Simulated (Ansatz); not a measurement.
Coupled-cluster diagnostics for (ClBe-mu-H)2 (Be₂H₂Cl₂), Ansatz.

Geometry of the singlet (PBE-D4/def2-TZVP):

```
atom    x (Å)    y (Å)    z (Å)
 Be1   0.6375  -0.2992  -0.6973
 Be2  -0.6378   0.2991   0.6971
 Cl3   1.8110  -0.8497  -1.9809
 Cl4  -1.8116   0.8493   1.9805
  H5   0.1493  -0.9488   0.5436
  H6  -0.1484   0.9493  -0.5430
```

Correlated methods freeze 10 core orbitals.

(1) Estimate the CCSD(T) correlation energy, the shares of MP2 and (T), T1 and the reference's ⟨S²⟩ for: charge 0, singlet, own geometry in def2-TZVPP; and the rough time on 2 threads of AMD EPYC 7R43 on a shared host.

Answers

(1) 
```csv
state,basis,correlation (eV),MP2 share (%),(T) share (%),T1,⟨S²⟩ (pure),wall time
"charge 0, singlet, own geometry",def2-TZVPP,-16.644,87.9,3.3,0.008,0.00 (0.00),24 s
```
Customary marks for T1 are 0.02 (closed shells), 0.045 (open shells) and about 0.05 (3d metals). T1 stays under 0.02 throughout.
